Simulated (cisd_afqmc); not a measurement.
Input (AFQMC/CISD/def2-SVP; cisd_afqmc is a phaseless AFQMC code with CISD trial states that reads the integrals written by Ansatz):

Ansatz 0.2 input:
```python
import cisd_afqmc

open("ham.yaml", "w").write("""\
crystal:
  periodic: [false, false, false]
  atoms:
    - {symbol: Sn, position_ang: [0.21800234, -0.15780495, -0.06252970]}
    - {symbol: F, position_ang: [-1.20039291, 1.11586285, 0.34102988]}
    - {symbol: H, position_ang: [0.36303947, -1.05783250, 1.41615788]}
    - {symbol: H, position_ang: [-0.45962049, -1.09468590, -1.35894156]}
basis:
  gaussian:
    orbitals: def2-SVP
magnetization: {spin_polarized: true, initial_magnetization: 1}
correlation: {method: ccsd, electrons: outside_noble_gas, hamiltonian_folder: ham}
""")
rep = cisd_afqmc.ansatz("ham.yaml")
e_ccsd = rep["correlation"]["coupled_cluster"]["energy"]["hartree"]
out = cisd_afqmc.run("ham", e_ccsd, trial="CISD", walkers=200, populations=8, threads=8, dt=0.005, steps=40, early=36, settle=10, least=32,
    cut=5e-5, rank_cut=2e-4, target=0.0004, seconds=1500, seed=1, memory=12960, gpu=False)
```

Output:

```
orbitals 40, occupied [7, 6], factors 222 of 570, rank of the doubles 170 of 435
E(HF) = -313.847919
E(CCSD) on the cut factors = -314.129389, shift to the whole factors -0.000008
Energy of the trial state on the determinant = -314.129390
  tau behind 10.8 of longer steps, mean of the populations' last blocks
   2.0  -314.13490
   4.0  -314.13565
   6.0  -314.13525
   8.0  -314.13511
blocks 373 (0 outliers left out), error by blocks joined: 1: 0.00015, 2: 0.00018, 4: 0.00022, 8: 0.00025, 16: 0.00030
E(AFQMC/CISD) = -314.13513 +/- 0.00030
```
